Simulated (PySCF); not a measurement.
**Spinor energies of Ni(23+) (nickel, charge +23)**

Start: [He] 2s2 2p1; 2p3/2 filled at m_j = +3/2. Calculated with PySCF 2.14 in an uncontracted even-tempered set (17 s from 6.6 bohr⁻², ratio 2.4; 11 p from 8.6 bohr⁻², ratio 2.4; 5 d from 29 bohr⁻², ratio 2.6; 4 f from 44 bohr⁻², ratio 2.6): generalised Hartree-Fock with the X2C-1e Hamiltonian and a Gaussian nucleus; one run each with spin-orbit coupling (SO) screened by Boettger's factors, then bare. This is a chosen level, not necessarily the ground level.

```json
{"spinor shell": "1s1/2", "electrons": "2", "ε, screened SO (eV)": "-9841.7", "ε, bare SO (eV)": "-9841.8", "weight of nominal j (bare SO)": "1.000", "rms radius, bare SO (bohr)": "0.0619"}
{"spinor shell": "2s1/2", "electrons": "2", "ε, screened SO (eV)": "-2185.0", "ε, bare SO (eV)": "-2185.0", "weight of nominal j (bare SO)": "1.000", "rms radius, bare SO (bohr)": "0.245"}
{"spinor shell": "2p3/2", "electrons": "1", "ε, screened SO (eV)": "-2113.5", "ε, bare SO (eV)": "-2112.9", "weight of nominal j (bare SO)": "1.000", "rms radius, bare SO (bohr)": "0.213"}
```

| quantity | screened SO | bare SO |
| --- | --- | --- |
| E (hartree) | -1024.52643 | -1024.50714 |
| M_J | 3/2 | 3/2 |
| ⟨J²⟩ | 3.750 | 3.750 |
| ⟨L²⟩ | 2.000 | 2.000 |
| ⟨S²⟩ | 0.750 | 0.750 |

Each row is a mean over spinors that exchange with the open shell spreads, by up to 21.948 eV (2s1/2).
